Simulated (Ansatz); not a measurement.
Consider the formal exchange of groups at a Ge–Si bond: `[SiH3][Ge]([SiH3])([Cl])[Cl]` + CH₄ → `[CH3][Ge]([SiH3])([Cl])[Cl]` + SiH₄.

Gas-phase electronic energies from Ansatz, PBE0-D4/def2-TZVP geometries. CBS: MP2 limit from def2 TZ/QZ plus the TZ coupled-cluster correction, frozen cores. This one scheme is used for every species. DFT in def2-TZVPP. B3LYP here is the variant with VWN-RPA as its local correlation; programs differ in this. HSE06 is defined as in plane-wave codes. For Ge outer-core shells are correlated without core-valence functions, which leaves a few kJ/mol of doubt a bond. Scalar relativity is left out up to krypton.

Task: Is it downhill or uphill in electronic energy at CCSD(T)/CBS, and by how much? (An estimate is asked.)

Result: Computed: Uphill: ΔE = +25.0 kJ/mol.

Task: What do these levels give: revPBE-D4, B3LYP-D4, B3LYP, HSE06, CCSD/def2-TZVPP, MP2/CBS(def2)? (An estimate is asked.)

Result: Ansatz gave: revPBE-D4 35.0, B3LYP-D4 31.4, B3LYP 28.4, HSE06 31.5, CCSD/def2-TZVPP 19.3, MP2/CBS(def2) 22.7 kJ/mol.

Task: What do rigid-rotor, harmonic-oscillator terms from PBE0-D4/def2-TZVP frequencies (298.15 K, 1 bar) make of the CCSD(T)/CBS value? (An estimate is asked.)

Result: Computed: ΔZPE = -4.9 kJ/mol, ΔH = +18.0 kJ/mol, ΔS = -1 J/(mol·K), ΔG = +18.4 kJ/mol.

Largest T1 diagnostic among the species: 0.011.

From PBE to PBE0 (25 % exact exchange), in def2-TZVPP and without D4, ΔE moves by −3.9 kJ/mol. Leaving LDA and LC-ωPBE aside and taking each functional with its dispersion term where it has one, the values, not all of them listed here, spread over 13.5 kJ/mol, from ωB97X-V to PBE-D4. LDA lies −3.1 kJ/mol from PBE without D4.
